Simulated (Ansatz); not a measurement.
Isolated molecules relaxed with PBE0-D4/def2-TZVP in Ansatz; ΔE leaves out vibrations. CCSD(T)/CBS adds triple-zeta CCSD(T) − MP2 to the extrapolated MP2 energy (def2 sets, frozen cores). DFT in def2-TZVPP. B3LYP here is the variant with VWN-RPA as its local correlation; programs differ in this. For Ge outer-core shells are correlated without core-valence functions, which leaves a few kJ/mol of doubt a bond. Scalar relativity is left out up to krypton.

Consider the formal exchange of groups at a Ge–C bond: `[GeH3][C]#[C][GeH3]` + `FC[SiH3]` → `F[CH]([SiH3])[GeH3]` + `C#[C][GeH3]`.

`[GeH3][C]#[C][GeH3]`:

```xyz
10

Ge   -1.033   -0.552   -2.215
C    -0.249   -0.134   -0.536
C     0.251    0.133    0.536
Ge    1.033    0.552    2.215
H     0.048   -1.138   -3.131
H    -2.153   -1.576   -1.995
H    -1.604    0.734   -2.826
H     2.557    0.588    2.053
H     0.634   -0.528    3.228
H     0.517    1.922    2.671
```

`FC[SiH3]`:

Cartesian coordinates in Å:
```
F 0.311 1.857 0.448
C -0.012 0.551 0.801
Si -0.003 -0.569 -0.728
H -0.997 0.560 1.279
H 0.715 0.209 1.546
H -0.354 -1.945 -0.286
H 1.346 -0.573 -1.347
H -1.006 -0.091 -1.713
```

`F[CH]([SiH3])[GeH3]`:

Z-matrix (Å, degrees):
```
C
Si 1 1.891
Ge 1 1.981 2 114.3
F 1 1.403 2 109.4 3 121.8
H 1 1.097 2 109.5 3 -120.7
H 2 1.487 1 107.6 3 61.3
H 2 1.485 1 110.5 3 -178.9
H 2 1.485 1 109.8 3 -57.8
H 3 1.535 1 109.5 2 56.5
H 3 1.535 1 109.0 2 176.9
H 3 1.538 1 108.6 2 -63.3
```

`C#[C][GeH3]`:

```xyz
7

C     1.511    1.316   -0.011
C     0.603    0.524   -0.004
Ge   -0.830   -0.722    0.006
H     2.315    2.016   -0.016
H    -0.758   -1.562   -1.275
H    -0.689   -1.622    1.239
H    -2.152    0.051    0.061
```

Is it downhill or uphill in electronic energy at CCSD(T)/CBS, and by how much? (Estimate.)

The calculation gave: Uphill: ΔE = +9.2 kcal/mol.

What do these levels give: B3LYP-D4, PBE, r2SCAN, B3LYP, HF/def2-QZVPP, MP2/CBS(def2)? (Best estimate.)

The calculation gave: B3LYP-D4 9.3, PBE 9.3, r2SCAN 9.5, B3LYP 10.4, HF/def2-QZVPP 13.2, MP2/CBS(def2) 9.8 kcal/mol.

Largest T1 diagnostic among the species: 0.012.

In def2-TZVPP, CCSD(T) changes the Hartree–Fock value by −2.8 kcal/mol (the triples alone add −0.2 kcal/mol) and MP2 by −2.2 kcal/mol. From PBE to PBE0 (25 % exact exchange), in def2-TZVPP and without D4, ΔE moves by +0.8 kcal/mol.
